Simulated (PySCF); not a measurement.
## Löwdin shares of the frontier orbitals

Compound: C4H8O3Si.
SMILES with atom numbers: `[CH3:1][C:2](=[O:3])[C:4](=[O:5])[CH2:6][SiH2:7][OH:8]` (hydrogens: H9, H10, H11 on C1; H12, H13 on C6; H14, H15 on Si7; H16 on O8)

Geometry (GFN2-xTB, Å), atoms numbered from 1 in this order:
```xyz
16
C4H8O3Si angstrom
C     -1.8422    1.4522    1.1224
C     -0.7784    0.9295    0.2154
O     -0.3423    1.5293   -0.7448
C     -0.2502   -0.4519    0.6127
O     -0.0746   -0.7101    1.7861
C      0.0633   -1.3405   -0.5097
Si     1.9025   -1.0071   -1.0489
O      2.0292    0.4989   -1.5947
H     -2.7546    0.8764    0.9676
H     -2.0378    2.5044    0.9347
H     -1.5262    1.2868    2.1514
H     -0.5779   -1.1482   -1.3660
H     -0.0134   -2.3796   -0.2043
H      2.7555   -1.2162    0.1150
H      2.1507   -1.9301   -2.1516
H      1.2888    1.1152   -1.4748
```

The calculation used TDDFT B3LYP/def2-SVPD, vertical, gas phase, core orbitals frozen in the response (PySCF 2.14.0, density-fitted response routines).

Frontier orbitals with the atoms that hold most of them (Löwdin shares over 4%, at most four atoms; ? is withheld):

```
orbital  ε (eV)                            atoms
 LUMO+2    0.10   C1 16%, Si7 11%, C2 10%, H9 9%
 LUMO+1   -0.43   C2 21%, C4 20%, O3 14%, O5 13%
   LUMO   -2.76   C2 25%, O3 22%, O5 18%, C4 18%
   HOMO   -7.28                                ?
 HOMO-1   -8.48                                ?
 HOMO-2   -8.62  O8 23%, C6 22%, Si7 13%, O5 13%
 HOMO-3   -9.35     O5 33%, O3 29%, C6 8%, C4 8%
```

(1) Which atoms hold the HOMO, and with what shares?

(2) Give the leading atoms of the HOMO-1.

(3) How does S1 compare with the orbital gap of 4.53 eV?

(4) One configuration dominates each of S1 and S3. Which, and how do the shares of the two leading atoms of either orbital change from the occupied to the empty one?

## Answers

(1) O5 (bonded to C) 38%; O3 (bonded to C) 22%; C4 (bonded to 2 C and O) 11%; C2 (bonded to 2 C and O) 10%. By element: oxygen 61% or more, carbon 20% or more.

(2) O8 (bonded to Si and H) 50%; Si7 (bonded to C, O and 2 H) 20%; H14 (bonded to Si) 14%; H15 (bonded to Si) 10%. By element: oxygen 50% or more, hydrogen 24% or more, silicon 20%.

(3) S1 is at 3.01 eV (f = 0.0005), 1.52 eV below the gap, made of HOMO→LUMO (98%). 

(4) 
- S1 (3.01 eV, f 0.0005), HOMO→LUMO (98%): O5 38% → 18%, O3 22% → 22%, C2 10% → 25%
- S3 (4.90 eV, f 0.0002), HOMO-1→LUMO (100%): O8 50% → at most 18%, Si7 20% → at most 18%, C2 at most 6% → 25%, O3 at most 6% → 22%

One conformer stands for the species.
